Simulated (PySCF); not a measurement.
OSi, charge -1, doublet, geometry from GFN2-xTB (a state made from the parent by changing its charge; the spin is typed, not shown lowest) (in this run its highest filled SCF level lies above zero, so its values depend strongly on the basis, on diffuse functions most of all); PySCF with HF/STO-3G.

Here is a job for PySCF.
```python
from pyscf import gto, scf

mol = gto.M(
    atom='''
Si   -0.00000000   -0.00000000   -0.57598092
O     0.00000000    0.00000000    1.00796661
''',
    basis='sto-3g',
    charge=-1,
    spin=1,
    verbose=4,
)

mf = scf.UHF(mol)
mf.conv_tol = 1e-7
mf.kernel()
mf.analyze()
```

What the program printed (banner, timings and long lists left out):

```
PySCF version 2.14.0

[INPUT] verbose = 4
[INPUT] num. atoms = 2
[INPUT] num. electrons = 23
[INPUT] charge = -1
[INPUT] spin (= nelec alpha-beta = 2S) = 1
[INPUT] symmetry False subgroup None
[INPUT] Mole.unit = angstrom
[INPUT] Symbol           X                Y                Z      unit          X                Y                Z       unit  Magmom
[INPUT]  1 Si     0.000000000000   0.000000000000  -0.575980920000 AA    0.000000000000   0.000000000000  -1.088446191775 Bohr   0.0
[INPUT]  2 O      0.000000000000   0.000000000000   1.007966610000 AA    0.000000000000   0.000000000000   1.904780835606 Bohr   0.0

nuclear repulsion = 37.417809934045
number of shells = 8
number of NR pGTOs = 42
number of NR cGTOs = 14
basis = sto-3g
ecp = {}

******** <class 'pyscf.scf.uhf.UHF'> ********
method = UHF
initial guess = minao
damping factor = 0
level_shift factor = 0
DIIS = <class 'pyscf.scf.diis.CDIIS'>
diis_start_cycle = 1
diis_space = 8
diis_damp = 0
SCF conv_tol = 1e-07
SCF conv_tol_grad = None
SCF max_cycles = 50
direct_scf = True
direct_scf_tol = 1e-13
number electrons alpha = 12  beta = 11
Set gradient conv threshold to 0.000316228
init E= -358.94789202791

cycle= 1 E= -358.929639282454  delta_E= 0.0183  |g|= 0.41  |ddm|= 1.63
cycle= 2 E= -358.913708756498  delta_E= 0.0159  |g|= 0.547  |ddm|= 1.36
cycle= 3 E= -359.110100923095  delta_E= -0.196  |g|= 0.0197  |ddm|= 0.634
cycle= 4 E= -359.110573944305  delta_E= -0.000473  |g|= 0.00701  |ddm|= 0.042
cycle= 5 E= -359.110718577523  delta_E= -0.000145  |g|= 0.00635  |ddm|= 0.0185
cycle= 6 E= -359.110855354669  delta_E= -0.000137  |g|= 0.00652  |ddm|= 0.017
cycle= 7 E= -359.110404005609  delta_E= 0.000451  |g|= 0.00553  |ddm|= 0.0619
cycle= 8 E= -359.110005852461  delta_E= 0.000398  |g|= 0.0048  |ddm|= 0.0939
cycle= 9 E= -359.109991178257  delta_E= 1.47e-05  |g|= 0.00348  |ddm|= 0.0729
cycle= 10 E= -359.110074305697  delta_E= -8.31e-05  |g|= 0.000862  |ddm|= 0.0512
cycle= 11 E= -359.110076601283  delta_E= -2.3e-06  |g|= 0.000331  |ddm|= 0.00999
cycle= 12 E= -359.110076920834  delta_E= -3.2e-07  |g|= 0.000103  |ddm|= 0.00437
cycle= 13 E= -359.110076903662  delta_E= 1.72e-08  |g|= 0.000188  |ddm|= 0.00182
Extra cycle  E= -359.110076920226  delta_E= -1.66e-08  |g|= 0.000133  |ddm|= 0.000439
converged SCF energy = -359.110076920226  <S^2> = 0.77115029  2S+1 = 2.0210396
**** SCF Summaries ****
Total Energy =                        -359.110076920225765
Nuclear Repulsion Energy =              37.417809934044982
One-electron Energy =                 -587.382548755548441
Two-electron Energy =                  190.854661901277723
Two-electron Coulomb Energy =          220.215928252591766
DFT Exchange-Correlation Energy =      -29.361266351314043
**** MO energy ****
                             alpha | beta                alpha | beta
MO #1   energy= -67.3050157908686  | -67.2987302442945  occ= 1 | 1
MO #2   energy= -19.626076563649   | -19.6156213556517  occ= 1 | 1
MO #3   energy= -5.36536945935838  | -5.35516008080958  occ= 1 | 1
MO #4   energy= -3.40102219514431  | -3.37961152120513  occ= 1 | 1
MO #5   energy= -3.37900740044765  | -3.37607029271476  occ= 1 | 1
MO #6   energy= -3.37697371965512  | -3.3543937274159   occ= 1 | 1
MO #7   energy= -0.755124606348392 | -0.705841154341136 occ= 1 | 1
MO #8   energy= -0.135849710875228 | -0.077535522928347 occ= 1 | 1
MO #9   energy= -0.00015534477358714 | 0.119923105215439  occ= 1 | 1
MO #10  energy= 0.0793253339112029 | 0.125614752111093  occ= 1 | 1
MO #11  energy= 0.0959078926461423 | 0.140725220262961  occ= 1 | 1
MO #12  energy= 0.273364883940892  | 0.678034591418943  occ= 1 | 0
MO #13  energy= 0.653549347934893  | 0.715071913481285  occ= 0 | 0
MO #14  energy= 1.0251719106367    | 1.05894528395752   occ= 0 | 0

To work with the spin densities directly, `use mulliken_meta_spin()` only printing them here.

 ** Mulliken spin pop alpha/beta on meta-lowdin orthogonal AOs **
 ** Mulliken Spin Density (per AO)  **
spin_pop of  0 Si 1s        0.00000
spin_pop of  0 Si 2s       -0.00000
spin_pop of  0 Si 3s        0.01653
spin_pop of  0 Si 2px       0.00035
spin_pop of  0 Si 2py      -0.00003
spin_pop of  0 Si 2pz      -0.00002
spin_pop of  0 Si 3px       0.66978
spin_pop of  0 Si 3py       0.01393
spin_pop of  0 Si 3pz      -0.02012
spin_pop of  1 O 1s       -0.00000
spin_pop of  1 O 2s        0.00863
spin_pop of  1 O 2px       0.18136
spin_pop of  1 O 2py       0.13460
spin_pop of  1 O 2pz      -0.00502
 ** Mulliken Spin Density (per atom)  **
spin density of  0 Si =      0.68043
spin density of  1 O =      0.31957
 ** Mulliken pop alpha/beta on meta-lowdin orthogonal AOs **
 ** Mulliken pop       alpha | beta **
pop of  0 Si 1s        1.00000 | 1.00000
pop of  0 Si 2s        0.99999 | 1.00000
pop of  0 Si 3s        0.91509 | 0.89856
pop of  0 Si 2px       0.99993 | 0.99958
pop of  0 Si 2py       0.99958 | 0.99960
pop of  0 Si 2pz       0.99959 | 0.99961
pop of  0 Si 3px       0.88192 | 0.21214
pop of  0 Si 3py       0.32295 | 0.30901
pop of  0 Si 3pz       0.42854 | 0.44865
pop of  1 O 1s        0.99997 | 0.99997
pop of  1 O 2s        0.91777 | 0.90913
pop of  1 O 2px       0.96965 | 0.78829
pop of  1 O 2py       0.82598 | 0.69138
pop of  1 O 2pz       0.73906 | 0.74408
In total            12.00000 | 11.00000
 ** Mulliken atomic charges   ( Nelec_alpha | Nelec_beta ) **
charge of  0Si =     -0.41472  (     7.54757      6.86715 )
charge of  1O =     -0.58528  (     4.45243      4.13285 )

WARN: System has nonzero charge -1; the dipole moment is origin-dependent.
Location of origin: [0. 0. 0.]

Dipole moment(X, Y, Z, Debye):  0.00000, -0.00000, -0.70165
```
